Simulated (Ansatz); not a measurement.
HBeFSe (SMILES [F][Be][SeH]), singlet, geometry from GFN2-xTB (such geometries of metal compounds can be far from the true shape), atoms displaced at random by about 0.03 Å a coordinate; HF/6-31G, gradient (Ansatz, a program for electronic structure).

Here is a job for Ansatz.
Ansatz 0.2 input:
```yaml
crystal:
  periodic: [false, false, false]
  atoms:
    - {symbol: Be, position_ang: [0.52342804, -1.02081158, 0.33332501]}
    - {symbol: F, position_ang: [1.29430470, -2.21163171, 0.50634169]}
    - {symbol: Se, position_ang: [-0.34116247, 0.59318954, -0.17585767]}
    - {symbol: H, position_ang: [-0.82278812, 1.27792059, 0.95825768]}
basis:
  gaussian:
    orbitals: 6-31G
hamiltonian:
  xc: hf
output: {forces: true}
```

It wrote (shortened):

```
Functional definition: HF
482 factors; integrals over basis functions are off by at most 2.7e-4 eV
mean field evaluation 1: about -68413.2980 eV, gradient 2.9e1 eV
mean field evaluation 2: about -68413.4005 eV, gradient 2.9e1 eV
mean field evaluation 4: about -68415.4846 eV, gradient 1.8e0 eV
mean field evaluation 8: about -68415.5068 eV, gradient 1.5e-1 eV
mean field -68415.50698195 eV, -2514.2235078904 hartree, gradient 1.8e-5 eV, S^2 0.000000; 0 other end points of the search recorded, 0 dependent functions left out
the calculation of the forces begins
reference -68415.50698195 eV, -2514.2235078904 hartree; 24, 24 occupied and 25, 25 virtual orbitals, 482 factors
Total energy: -68415.50698195 eV, -2514.2235078904 hartree
Atom 0 at     0.523428    -1.020812     0.333325 Å, force     1.736610    -2.892228     1.033380 eV/Å
Atom 1 at     1.294305    -2.211632     0.506342 Å, force    -0.502246     0.649327    -0.069377 eV/Å
Atom 2 at    -0.341162     0.593190    -0.175858 Å, force    -0.922912     1.892424    -2.192323 eV/Å
Atom 3 at    -0.822788     1.277921     0.958258 Å, force    -0.311451     0.350477     1.228320 eV/Å
Dipole moment:    -0.214350     0.222039     0.305546 e Å
```
